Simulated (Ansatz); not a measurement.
CuF, closed-shell singlet (the spin of the measured ground state), most abundant isotopes (62.9296 and 18.9984 u). Constants from fifth-degree fits in 1/R to seven points on the lowest solution found; no spin–orbit coupling, no relativity up to Kr; ω_e x_e and α_e move by some per cent with the fit.

Correlated levels freeze the inner cores; with def2 sets outer-core shells near the valence are correlated too.

The values were computed with Ansatz (a first-principles code). 

Total energies (hartree; each atom in its lowest state at that level) and vibrational constants (cm⁻¹):

```json
[
 {"level": "PBE/def2-TZVPP", "E(CuF) at r_e": "-1740.072714", "E(Cu)": "-1640.244947", "E(F)": "-99.669123", "ω_e": "598", "ω_e x_e": "3.6"},
 {"level": "B3LYP/def2-TZVPP", "E(CuF) at r_e": "-1740.458822", "E(Cu)": "-1640.542591", "E(F)": "-99.770147", "ω_e": "593", "ω_e x_e": "3.4"},
 {"level": "wB97M-V/def2-TZVPP", "E(CuF) at r_e": "-1740.294640", "E(Cu)": "-1640.394089", "E(F)": "-99.745271", "ω_e": "598", "ω_e x_e": "3.1"},
 {"level": "CCSD(T)/def2-QZVPP", "E(CuF) at r_e": "-1739.544230", "E(Cu)": "-1639.738674", "E(F)": "-99.651180", "ω_e": "605", "ω_e x_e": "3.6"}
]
```

**Question.** Work out D_e and D₀ in eV.

**Answer.** 
D_e = E(Cu) + E(F) − E(molecule), times 27.2114 eV; D₀ = D_e − (ω_e/2 − ω_e x_e/4)/8065.54.
- PBE/def2-TZVPP: D_e = 4.317, zero point 0.037, D₀ = 4.280 eV
- B3LYP/def2-TZVPP: D_e = 3.975, zero point 0.037, D₀ = 3.938 eV
- wB97M-V/def2-TZVPP: D_e = 4.225, zero point 0.037, D₀ = 4.188 eV
- CCSD(T)/def2-QZVPP: D_e = 4.201, zero point 0.037, D₀ = 4.163 eV
No counterpoise correction is made.
